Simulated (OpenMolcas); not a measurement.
## Ag3+: moving or changing the point charges

Ag3+ among 6 point charges of -1.7 e arranged as an octahedron (Oh), 1.77 Å from the ion.
```
   1.7700    0.0000    0.0000  -1.70
   0.0000    1.7700    0.0000  -1.70
  -1.7700    0.0000    0.0000  -1.70
   0.0000   -1.7700    0.0000  -1.70
   0.0000    0.0000    1.7700  -1.70
   0.0000    0.0000   -1.7700  -1.70
```

* Program: OpenMolcas
* Method: SS-CASPT2, IPEA 0.25 Eh, imaginary shift 0.1 Eh (closed shells correlated: 4s 4p)
* Basis: ANO-RCC-VDZP [6s5p3d1f]
* Scalar Hamiltonian: DKH2, point nucleus
* Active space: 8 electrons in 5 orbitals (4d)
* State averaging: 2S+1 = 3 even, 10 roots; 2S+1 = 1 even, 15 roots
* Spin-orbit coupling: RASSI with atomic mean-field integrals over the reference wave functions

Runs around this geometry, states (labels of O, the rotations of Oh). Energies in cm-1 above the lowest state or level, χT in cm3 K/mol; 10Dq and B are least-squares fits to the states below 45000 cm-1, weighted by degeneracy, with a free offset, and given where the rms deviation is under 5 % of |10Dq| (or 100 cm-1) and under 700 cm-1.

| R (Å) | q (e) | Ground state | First state of that spin | 10Dq | B (rms of fit) | First gap with spin-orbit (degeneracies) | χT at 300 K | First state of another spin |
| --- | --- | --- | --- | --- | --- | --- | --- | --- |
| 1.91 | -0.85 | 3A2 | 3T2 3840 |  |  | 3050 (3, 2) | 2.484 | 1E 12950 |
| 1.77 | -1.7 | 3A2 | 3T2 10710 | 10682 | 920 (383) | 9340 (3, 2) | 1.753 | 1E 14360 |
| 2.01 | -1.7 | 3A2 | 3T2 5950 |  |  | 5000 (3, 2) | 2.175 | 1E 13630 |

Taking the first state of the same spin as R^-n, n = -ln(5950 / 10710) / ln(2.01 / 1.77) = 4.6 between the shortest and longest distance.

Roots that are degenerate in the reference are averaged as groups; the widest CASPT2 spread within a group is 350 cm-1 (the 3-fold group of multiplicity 3 near 5950 cm-1 above the lowest state of its run, R = 2.01, q = -1.7). Shifts and gaps below about the spread of the groups concerned are not significant. Real 4d8 and 5d8 ions are as a rule square planar and diamagnetic. Free-ion shares, where given, are those of the reference states; single-state CASPT2 does not remix them. This field is weak: 10Dq is about 4011 cm-1, while octahedral complexes of 4d ions of charge 3 and more, computed by the same method with explicit ligands, had a median near 25000 cm-1. Ground spin and moment need not be those of a real site (figures for R = 1.91, q = -0.85; the like holds for R = 1.77, q = -1.7, R = 2.01, q = -1.7). This is an electrostatic model: the charges have no orbitals. No measured value stands beside these numbers.
